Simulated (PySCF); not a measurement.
# How methods differ on the ionisation energy of Se¹⁰⁺

Se¹⁰⁺ [Ar] 3d6 (5D) → Se¹¹⁺ [Ar] 3d5 (6S), as a difference of total energies. Calculation: PySCF 2.14, in an even-tempered Gaussian basis (20 s from 0.59 bohr⁻², ratio 2.5; 13 p from 0.76 bohr⁻², ratio 2.5; 9 d from 0.76 bohr⁻², ratio 2.5; 4 f from 4.1 bohr⁻², ratio 2.7; 4 g from 6.1 bohr⁻², ratio 2.7); scalar relativity by spin-free X2C-1e. Correlated levels: outer shells: [Ne] frozen; virtual orbitals above 40 to 60 times the deepest correlated orbital energy dropped. The calculations carry no spin-orbit coupling.

```
                method  ionisation energy (eV)
                   UHF                  291.01
                   LDA                  293.76
                   PBE                  293.78
                  PBE0                  293.55
                r2SCAN                  293.37
    MP2 (outer shells)                  292.57
SCS-MP2 (outer shells)                  292.70
```

Q: How much does correlation contribute at MP2 (outer shells)?

A: 292.57 − (291.01) = 1.56 eV, measured against UHF.

A first-order spin-orbit estimate (lowest level to lowest level, LS coupling) adds 0.419 eV.

For comparison: 291 ± 2.4 eV (theoretical estimate listed by NIST; NIST Atomic Spectra Database, ionization energies).
